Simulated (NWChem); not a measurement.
System: BeO; SMILES [O]=[Be]

Input file for NWChem:

```
start job
memory heap 200 mb stack 900 mb global 1100 mb
geometry units angstroms noautosym nocenter noautoz
  Be     0.000000     0.000000    -0.884930
  O      0.000000     0.000000     0.453405
end
basis spherical
  * library sadlej_pvtz
end
dft
  xc slater vwn_5
  iterations 150
end
property
  response 1 0.0
end
task dft property
```

Parts of the log:

```
             Northwest Computational Chemistry Package (NWChem) 7.3.0
             --------------------------------------------------------

                             Geometry "geometry" -> ""
                             -------------------------

 Output coordinates in angstroms (scale by  1.889725989 to convert to a.u.)

  No.       Tag          Charge          X              Y              Z
 ---- ---------------- ---------- -------------- -------------- --------------
    1 Be                   4.0000     0.00000000     0.00000000    -0.88493000
    2 O                    8.0000     0.00000000     0.00000000     0.45340500

 Effective nuclear repulsion energy (a.u.)      12.6527901968

                              NWChem Property Module
                              ----------------------

                                 NWChem DFT Module
                                 -----------------

 Summary of "ao basis" -> "ao basis" (spherical)
 ------------------------------------------------------------------------------
       Tag                 Description            Shells   Functions and Types
 ---------------- ------------------------------  ------  ---------------------
 Be                       sadlej pvtz               10       24   5s3p2d
 O                        sadlej pvtz               10       24   5s3p2d

            General Information
            -------------------
          SCF calculation type: DFT
          Wavefunction type:  closed shell.
          No. of atoms     :     2
          No. of electrons :    12
           Alpha electrons :     6
            Beta electrons :     6
          Charge           :     0
          Spin multiplicity:     1
          Use of symmetry is: off; symmetry adaption is: off
          Maximum number of iterations: 150
          AO basis - number of functions:    48
                     number of shells:    20
          Convergence on energy requested:  1.00D-06
          Convergence on density requested:  1.00D-05
          Convergence on gradient requested:  5.00D-04

              XC Information
              --------------
                        Slater Exchange Functional  1.000 local
                      VWN V Correlation Functional  1.000 local

             Grid Information
             ----------------
          Grid used for XC integration:  medium
          Radial quadrature: Mura-Knowles
          Angular quadrature: Lebedev.
          Tag              B.-S. Rad. Rad. Pts. Rad. Cut. Ang. Pts.
          ---              ---------- --------- --------- ---------
          Be                  1.05       49          21.0       434
          O                   0.60       49          12.0       434
          Grid pruning is: on
          Number of quadrature shells:    98
          Spatial weights used:  Erf1

      Superposition of Atomic Density Guess
      -------------------------------------

 Sum of atomic energies:         -89.34989375

      Non-variational initial energy
      ------------------------------

 Total energy =     -89.361870
 1-e energy   =    -146.729619
 2-e energy   =      44.714959
 HOMO         =      -0.498691
 LUMO         =      -0.185446

   convergence    iter        energy       DeltaE   RMS-Dens  Diis-err
 ---------------- ----- ----------------- --------- --------- ---------
 d= 0,ls=0.0,diis     1    -88.9399137996 -1.02D+02  8.95D-02  2.06D+00
 d= 0,ls=0.0,diis     2    -83.0086889746  5.93D+00  9.23D-02  2.25D+01
 d= 0,ls=0.0,diis     3    -89.0730788756 -6.06D+00  1.01D-02  7.74D-01
 d= 0,ls=0.0,diis     4    -89.1680469167 -9.50D-02  1.12D-02  6.66D-02
 d= 0,ls=0.0,diis     5    -89.1801922268 -1.21D-02  2.50D-03  9.44D-03
  Resetting Diis
 d= 0,ls=0.0,diis     6    -89.1815723740 -1.38D-03  2.33D-04  1.27D-04
 d= 0,ls=0.0,diis     7    -89.1815850933 -1.27D-05  4.41D-04  2.57D-05
 d= 0,ls=0.0,diis     8    -89.1815168803  6.82D-05  3.80D-04  6.20D-04
 d= 0,ls=0.0,diis     9    -89.1815880049 -7.11D-05  9.23D-06  1.90D-07
 d= 0,ls=0.0,diis    10    -89.1815880232 -1.83D-08  3.02D-06  1.23D-08

         Total DFT energy =      -89.181588023213
      One electron energy =     -148.608223461013
           Coulomb energy =       57.418427936063
    Exchange-Corr. energy =      -10.644582695029
 Nuclear repulsion energy =       12.652790196767

 Numeric. integr. density =       11.999999106253

                       DFT Final Molecular Orbital Analysis
                       ------------------------------------

 Vector    4  Occ=2.000000D+00  E=-2.617068D-01
              MO Center=  3.0D-11, -5.5D-11,  4.1D-01, r^2= 9.7D-01
   Bfn.  Coefficient  Atom+Function         Bfn.  Coefficient  Atom+Function
  ----- ------------  ---------------      ----- ------------  ---------------
    29     -0.726153  2 O  s                  4      0.665899  1 Be s
    32     -0.654741  2 O  pz                 3      0.417992  1 Be s
     8      0.378825  1 Be pz                28     -0.238241  2 O  s
     2     -0.157073  1 Be s                 35     -0.144996  2 O  pz
    27     -0.126498  2 O  s                 38      0.111892  2 O  pz

 Vector    5  Occ=2.000000D+00  E=-2.346203D-01
              MO Center=  2.1D-11, -2.2D-11,  2.0D-01, r^2= 1.1D+00
   Bfn.  Coefficient  Atom+Function         Bfn.  Coefficient  Atom+Function
  ----- ------------  ---------------      ----- ------------  ---------------
    31      0.485871  2 O  py                30     -0.420648  2 O  px
     7      0.341129  1 Be py                 6     -0.295336  1 Be px
    34      0.173860  2 O  py                33     -0.150521  2 O  px
    37     -0.078622  2 O  py                16      0.075863  1 Be d -1
    36      0.068068  2 O  px                18      0.065679  1 Be d  1

 Vector    6  Occ=2.000000D+00  E=-2.346203D-01
              MO Center=  3.1D-11, -2.9D-11,  2.0D-01, r^2= 1.1D+00
   Bfn.  Coefficient  Atom+Function         Bfn.  Coefficient  Atom+Function
  ----- ------------  ---------------      ----- ------------  ---------------
    30      0.485871  2 O  px                31      0.420648  2 O  py
     6      0.341129  1 Be px                 7      0.295336  1 Be py
    33      0.173860  2 O  px                34      0.150521  2 O  py
    36     -0.078622  2 O  px                18     -0.075863  1 Be d  1
    37     -0.068068  2 O  py                16      0.065679  1 Be d -1

 Vector    7  Occ=0.000000D+00  E=-1.840972D-01
              MO Center=  2.2D-11, -3.1D-11, -1.5D+00, r^2= 2.2D+00
   Bfn.  Coefficient  Atom+Function         Bfn.  Coefficient  Atom+Function
  ----- ------------  ---------------      ----- ------------  ---------------
     8      0.663394  1 Be pz                29     -0.373564  2 O  s
     3     -0.347869  1 Be s                 32     -0.213376  2 O  pz
     4     -0.161153  1 Be s                  2      0.156920  1 Be s
     5     -0.089353  1 Be s                 38      0.076148  2 O  pz
    35     -0.070831  2 O  pz                11      0.067581  1 Be pz

 Vector    8  Occ=0.000000D+00  E=-3.097647D-02
              MO Center=  2.8D-10, -4.2D-09, -1.4D+00, r^2= 6.4D+00
   Bfn.  Coefficient  Atom+Function         Bfn.  Coefficient  Atom+Function
  ----- ------------  ---------------      ----- ------------  ---------------
     7      0.600417  1 Be py                10      0.434079  1 Be py
    31     -0.321769  2 O  py                16     -0.187730  1 Be d -1
    21     -0.172068  1 Be d -1              34     -0.159552  2 O  py
    13      0.075803  1 Be py                 6     -0.052977  1 Be px
     9     -0.038300  1 Be px                37     -0.033271  2 O  py

 Vector    9  Occ=0.000000D+00  E=-3.097647D-02
              MO Center= -4.3D-11, -1.4D-10, -1.4D+00, r^2= 6.4D+00
   Bfn.  Coefficient  Atom+Function         Bfn.  Coefficient  Atom+Function
  ----- ------------  ---------------      ----- ------------  ---------------
     6      0.600417  1 Be px                 9      0.434079  1 Be px
    30     -0.321769  2 O  px                18      0.187730  1 Be d  1
    23      0.172068  1 Be d  1              33     -0.159552  2 O  px
    12      0.075803  1 Be px                 7      0.052977  1 Be py
    10      0.038300  1 Be py                36     -0.033271  2 O  px

     Multipole analysis of the density
     ---------------------------------

     L   x y z        total         alpha         beta         nuclear
     -   - - -        -----         -----         ----         -------
     0   0 0 0     -0.000000     -6.000000     -6.000000     12.000000

     1   1 0 0     -0.000000     -0.000000     -0.000000      0.000000
     1   0 1 0      0.000000      0.000000      0.000000      0.000000
     1   0 0 1     -2.393385     -1.279387     -1.279387      0.165389

     2   2 0 0     -8.282690     -4.141345     -4.141345      0.000000
     2   1 1 0     -0.000000     -0.000000     -0.000000      0.000000
     2   1 0 1      0.000000      0.000000      0.000000      0.000000
     2   0 2 0     -8.282690     -4.141345     -4.141345      0.000000
     2   0 1 1     -0.000000     -0.000000     -0.000000      0.000000
     2   0 0 2     -3.096213    -10.077617    -10.077617     17.059021

 *** CALLING NEW AORESP DRIVER FOR CLOSED AND OPEN SHELLS ***
 Entering AOResponse driver routine

[...]

 DFT Linear Response polarizability / au
 Frequency  =       0.0000000 / au
              X              Y              Z
 -----------------------------------------------
 X      31.1833072     -0.0000000     -0.0000000
 Y      -0.0000000     31.1833072      0.0000000
 Z      -0.0000000      0.0000000     31.5242358
 -----------------------------------------------
 Eigenvalues =      31.1833072     31.1833072     31.5242358
 Isotropic   =      31.2969501
 Anisotropic =       0.3409286
 -----------------------------------------------

 Magnetic Dipole Response Matrix (nonzero elements):

 Exiting AOResponse driver routine
```

Level: LDA (Slater exchange, VWN5)/Sadlej pVTZ. All runs use the structure optimised with PBE0/def2-SVP.
